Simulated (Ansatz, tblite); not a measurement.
Isomers of Mg₂O₂⁻ (doublet), found by a short tight-binding search and relaxed with B3LYP-D4/def2-TZVPD in Ansatz.

The xTB rows come from tblite.

Run but left out: HF/def2-TZVPPD, MP2/def2-TZVPPD, CCSD/def2-TZVPPD, CCSD(T)/def2-TZVPPD (A: ⟨S²⟩ 1.49, where a pure state has 0.75).

A: At PBE-D4/def2-TZVPD, r2SCAN-D4/def2-TZVPD, PBE0-D4/def2-TZVPD the highest occupied level of the charge -1 doublet lies above zero (up to 0.47 eV). By energy differences its removal costs 1.42 eV (vertical, to the charge 0 singlet, at PBE-D4/def2-TZVPD); a positive level beside a positive removal energy at the same level points to self-interaction error. B: At PBE-D4/def2-TZVPD, r2SCAN-D4/def2-TZVPD, PBE0-D4/def2-TZVPD the highest occupied level of the charge -1 doublet lies above zero (up to 0.47 eV). It is a level of β spin, whose loss leaves a triplet; that state wasn't run at this geometry and level. The electron is either unbound and held by the finite basis, or the level is raised by self-interaction error. It holds 1 O–O bond.

Other spin states were run for one of them alone.

A:

```xyz
4

Mg    0.328    0.777   -0.897
Mg   -0.328   -0.777    0.897
O     0.643    0.845    0.967
O    -0.643   -0.845   -0.967
```

B:

```xyz
4

Mg   -1.6913   -0.3200   -0.5727
Mg    1.6763    0.2904    0.6299
O    -0.2248    0.7070    0.2706
O     0.2398   -0.6774   -0.3278
```

Task: Estimate their order by electronic energy at ωB97M-V/def2-TZVPD, counted from the lowest.

Result: A (0.0) < B (54.6), in kcal/mol.

Task: Do the other levels pick the same lowest one?

Result: All that were run do. Energies above each level's lowest (kcal/mol):

| level | A | B |
| --- | --- | --- |
| GFN1-xTB | 0.0 | 22.4 |
| GFN2-xTB | 0.0 | 58.9 |
| PBE-D4/def2-TZVPD | 0.0 | 52.4 |
| r2SCAN-D4/def2-TZVPD | 0.0 | 56.5 |
| PBE0-D4/def2-TZVPD | 0.0 | 50.6 |
| CAM-B3LYP-D4/def2-TZVPD | 0.0 | 54.7 |
| ωB97M-V/def2-TZVPD | 0.0 | 54.6 |
Point groups (tolerance 0.1 Å): A D2h, B not assigned. Lower isomers may exist.
